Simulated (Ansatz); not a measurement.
Gas-phase electronic energies from Ansatz, PBE0-D4/def2-TZVP geometries. CCSD(T)/CBS is the MP2 limit (def2-TZVPP, def2-QZVPP) plus CCSD(T) − MP2 in def2-TZVPP, frozen cores. Functionals use def2-TZVPP. For Br, Ge outer-core shells are correlated without core-valence functions, which leaves a few kJ/mol of doubt a bond. Scalar relativity is left out up to krypton. Each species was taken in one conformer, which may not be the lowest.

Reaction (cleavage of the Si–Ge bond): `C[SiH](N)[GeH2][NH2]` + HBr → `C[SiH](N)Br` + `[NH2][GeH3]`

```tsv
species	ωB97M-V energy (Eh)
`C[SiH](N)[GeH2][NH2]`	-2520.03431
HBr	-2574.60884
`C[SiH](N)Br`	-2960.05247
`[NH2][GeH3]`	-2134.63132
```

Work out ΔE.

ΔE = (-2960.05247) + (-2134.63132) − (-2520.03431) − (-2574.60884) = -0.04064 Eh = -106.7 kJ/mol. CCSD(T)/CBS gives -104.6 kJ/mol.

Largest T1 diagnostic among the species: 0.011.

The D4 term adds +6.4 kJ/mol with B3LYP and +4.0 kJ/mol with PBE0; it sums over pairs of atoms, weighted by their polarisabilities, and B3LYP, whose exchange is more repulsive, gets the larger term. From PBE to PBE0 (25 % exact exchange), in def2-TZVPP and without D4, ΔE moves by −6.4 kJ/mol. In def2-TZVPP, CCSD(T) changes the Hartree–Fock value by +27.8 kJ/mol (the triples alone add +2.7 kJ/mol) and MP2 by +20.0 kJ/mol.

B3LYP here is the variant with VWN-RPA as its local correlation; programs differ in this.
